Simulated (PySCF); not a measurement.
NMR problem set

PySCF 2.14 calculation with shielding tensors at PBE0/pcSseg-1 (GIAO), PBE0-D3(BJ)/def2-SVP structure and J couplings at B3LYP/pcJ-1 (spin–dipole term left out of most H,H and C,H couplings); non-relativistic Hamiltonian, no solvent model, rapidly exchanging positions averaged, one computed conformer.

Scale: ¹H, ¹³C against TMS (reference shieldings calculated alike). Multiplet labels drop J under 1 Hz and among equivalent protons, and merge close values. Unscaled 3J(H,H) run several per cent high. Where no couplings were computed, multiplicities follow the n + 1 count of equivalent neighbours, and m marks all less simple cases (inequivalent or close neighbours, rings, F or P nearby). Vicinal couplings that depend on rotamer populations or ring flexing (ring, CH–CH, X–H and H–F types) are those of the one conformer. Couplings to H on boron are left out. Carbons bonded to boron are broad in practice. Shifts are as computed. Against solution values, carbons near 30 ppm lie about +2 ppm off and those near 130 ppm about +5 ppm. Of 1309 compounds with measured shifts, 239 miss one by over three times the rms of a fit or turn the order of signals round; such compounds aren't used in these exercises. OH and NH positions are gas-phase values without hydrogen bonding to other molecules.

Q: C3H11B2N. ¹H NMR (500 MHz, computed): δ 7.27 (br, 2H), 3.85 (br s, 1H), 2.93 (s, 3H), 2.70 (t, J = 9.1 Hz, 2H), 0.40 (s, 3H). ¹³C{¹H} NMR (computed): δ 42.2 (CH2), 32.8 (CH3), 10.7 (CH3). Give a structure.

A: `InChI=1S/C3H11B2N/c1-5(3-4)6-2/h6H,3-4H2,1-2H3`. 3 carbon signals for 3 carbons: no two carbons are equivalent. Carbon types of the structure: 1 × CH2, 2 × CH3, leaving 3 H on heteroatoms. δC 32.8: methyl carbon bonded to N; deshielded by the electronegative neighbour. δH 3.85: hydrogen on a nitrogen bonded to C, B; exchangeable, gas-phase position. δH 2.93: hydrogen on a methyl carbon bonded to N; its carbon carries N, an electronegative neighbour. δH 2.70: hydrogen on an sp3 CH2 bonded to 2 B.

The data come from this structure; uniqueness wasn't tested.

Q: C7H12SSi. ¹H NMR (400 MHz, computed): δ 5.88 (m, 2H), 5.84 (m, 1H), 5.66 (d, 1H), 5.47 (m, 2H), 5.46 (m, 2H), 4.57 (s, 3H), 4.37 (m, 1H). ¹³C{¹H} NMR (computed): δ 148.4 (CH), 147.3 (CH), 127.0 (CH), 124.4 (CH2), 51.7 (CH). What is it?

A: `C=CC(C=C)/C=C\S[SiH3]`. The formula gives 3 degrees of unsaturation. 5 carbon signals for 7 carbons: some carbons are equivalent by symmetry or fast rotation. Carbon types of the structure: 5 × CH, 2 × CH2, leaving 3 H on heteroatoms. δC 148.4, 147.3, 127.0: alkene CH; the olefinic region. δC 124.4: terminal =CH2 carbon; as expected for a trigonal carbon in a double bond. δC 51.7: allylic sp3 CH; aliphatic region, no heteroatom directly attached. δH 5.88, 5.84, 5.66: hydrogen on an alkene CH; olefinic region.

This is the structure that produced the data.
